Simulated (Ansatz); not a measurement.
The multiplicity is imposed and other spin states were not computed.

Level of theory: r2SCAN-D4/def2-SVP (Ansatz, a program for electronic structure). No frequencies were computed at this level.

Ansatz 0.2 input:
```yaml
crystal:
  periodic: [false, false, false]
  atoms:
    - { symbol: Zn, position_ang: [0.019203, 0.004522, 0.006081] }
    - { symbol: Cl, position_ang: [1.974352, 0.465338, 0.623649] }
    - { symbol: F, position_ang: [-1.587455, -0.374145, -0.501455] }
basis:
  gaussian: { orbitals: def2-svp }
hamiltonian:
  xc: r2scan
  dispersion: d4
relax:
  max_steps: 150
```

Output:

```
Functional definition: r2SCAN
701 factors; their error is unknown
mean field evaluation 1: about -63641.6939 eV, gradient 5.3e1 eV
mean field evaluation 2: about -63606.3031 eV, gradient 1.5e2 eV
mean field evaluation 4: about -63645.9279 eV, gradient 1.0e1 eV
mean field evaluation 8: about -63646.0938 eV, gradient 1.2e-1 eV
mean field evaluation 16: about -63646.0506 eV, gradient 1.2e-5 eV
mean field -63646.05058883 eV, -2338.9492182968 hartree, gradient 1.2e-5 eV, S^2 0.000000; 0 other end points of the search recorded, 0 dependent functions left out
reference -63646.05060884 eV, -2338.9492190322 hartree; 28, 28 occupied and 35, 35 virtual orbitals, 701 factors
relax step   1: F+E_penalty+E_count = -63646.06018317 eV  Δ(F+E_penalty+E_count) = +0.000e0 eV  max|allowed force component| = 3.548e-1 eV/Å  Δτ_max = 0.0000 Å  (28 SCF iters, accepted)
these checks for a lower state are left out or cut short: starts, cluster_reference, orbital_swaps, neighbouring_geometries, increment
701 factors; their error is unknown
mean field -63646.05357320 eV, -2338.9493279707 hartree, gradient 7.8e-5 eV, S^2 0.000000; 0 other end points of the search recorded, 0 dependent functions left out
reference -63646.05359323 eV, -2338.9493287066 hartree; 28, 28 occupied and 35, 35 virtual orbitals, 701 factors
relax step   2: F+E_penalty+E_count = -63646.06318422 eV  Δ(F+E_penalty+E_count) = -3.001e-3 eV  max|allowed force component| = 8.754e-2 eV/Å  Δτ_max = 0.0101 Å  (29 SCF iters, accepted)
these checks for a lower state are left out or cut short: starts, cluster_reference, orbital_swaps, neighbouring_geometries, increment
701 factors; their error is unknown
mean field -63646.05369776 eV, -2338.9493325479 hartree, gradient 7.1e-6 eV, S^2 0.000000; 0 other end points of the search recorded, 0 dependent functions left out
reference -63646.05371779 eV, -2338.9493332840 hartree; 28, 28 occupied and 35, 35 virtual orbitals, 701 factors
relax step   3: F+E_penalty+E_count = -63646.06331217 eV  Δ(F+E_penalty+E_count) = -1.280e-4 eV  max|allowed force component| = 9.963e-3 eV/Å  Δτ_max = 0.0023 Å  (25 SCF iters, accepted)
701 factors; their error is unknown
mean field evaluation 32: about -63646.0537 eV, gradient 7.1e-6 eV
mean field -63646.05369776 eV, -2338.9493325479 hartree, gradient 7.1e-6 eV, S^2 0.000000; 1 other end points of the search recorded, 0 dependent functions left out
reference -63646.05371779 eV, -2338.9493332840 hartree; 28, 28 occupied and 35, 35 virtual orbitals, 701 factors
Total energy: -63646.06333220 eV, -2338.9496866073 hartree
Atom 0 at     0.025929     0.006111     0.008192 Å, force     0.006475     0.001528     0.002038 eV/Å
Atom 1 at     1.962855     0.462627     0.620023 Å, force     0.003487     0.000821     0.001105 eV/Å
Atom 2 at    -1.582684    -0.373022    -0.499940 Å, force    -0.009963    -0.002349    -0.003143 eV/Å
Dipole moment:     0.042509     0.010018     0.013432 e Å
```

Cost: about 11 core-seconds (a rough figure).
